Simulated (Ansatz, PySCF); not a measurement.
ClFH2Se2Si, SMILES F[Si](Cl)([SeH])[SeH]. Atoms are numbered in the order given.

```xyz
7

F     -1.1146    -0.7529    -1.5791
Si    -0.4902    -0.1359    -0.2197
Cl    -2.0289     0.1174     1.1035
Se     0.4635     1.7806    -0.8868
Se     0.9154    -1.5451     0.8036
H      1.0511     1.9965     0.4394
H      1.9307    -1.3847    -0.2436
```
Charge 0, spin multiplicity 1.

Coordinates come from a ωB97X-D3(BJ)/def2-SVP optimisation. The values are those of a single conformer.

Two levels are set side by side: PBE-D3(BJ)/def2-SVP (Ansatz, a first-principles code) and ωB97X-D3(BJ)/def2-SVP (PySCF). Each level has its own optimised geometry; the coordinates shown are those of the second. Frequencies come from the Hessian of PySCF at each geometry. Differences are taken from unrounded values.

```json
[
 {"quantity": "mean bond length (Å)", "ωB97X-D3(BJ)": "1.846", "PBE-D3(BJ)": "1.871", "PBE-D3(BJ) minus ωB97X-D3(BJ)": "0.025"},
 {"quantity": "bond F1–Si2 (Å)", "ωB97X-D3(BJ)": "1.618", "PBE-D3(BJ)": "1.634", "PBE-D3(BJ) minus ωB97X-D3(BJ)": "0.016"},
 {"quantity": "bond Si2–Cl3 (Å)", "ωB97X-D3(BJ)": "2.045", "PBE-D3(BJ)": "2.069", "PBE-D3(BJ) minus ωB97X-D3(BJ)": "0.024"},
 {"quantity": "bond Si2–Se4 (Å)", "ωB97X-D3(BJ)": "2.242", "PBE-D3(BJ)": "2.278", "PBE-D3(BJ) minus ωB97X-D3(BJ)": "0.035"},
 {"quantity": "bond Si2–Se5 (Å)", "ωB97X-D3(BJ)": "2.238", "PBE-D3(BJ)": "2.273", "PBE-D3(BJ) minus ωB97X-D3(BJ)": "0.035"},
 {"quantity": "bond Se4–H6 (Å)", "ωB97X-D3(BJ)": "1.467", "PBE-D3(BJ)": "1.485", "PBE-D3(BJ) minus ωB97X-D3(BJ)": "0.019"},
 {"quantity": "bond Se5–H7 (Å)", "ωB97X-D3(BJ)": "1.467", "PBE-D3(BJ)": "1.487", "PBE-D3(BJ) minus ωB97X-D3(BJ)": "0.019"},
 {"quantity": "highest harmonic wavenumber (cm⁻¹)", "ωB97X-D3(BJ)": "2503", "PBE-D3(BJ)": "2363", "PBE-D3(BJ) minus ωB97X-D3(BJ)": "-141"},
 {"quantity": "mean harmonic wavenumber (cm⁻¹)", "ωB97X-D3(BJ)": "669", "PBE-D3(BJ)": "628", "PBE-D3(BJ) minus ωB97X-D3(BJ)": "-41"},
 {"quantity": "zero-point energy (kcal/mol)", "ωB97X-D3(BJ)": "14.35", "PBE-D3(BJ)": "13.48", "PBE-D3(BJ) minus ωB97X-D3(BJ)": "-0.88"}
]
```

GGA bonds tend to be longer and softer than those of functionals with exact exchange. Differences between two approximate levels are no errors against the true value.
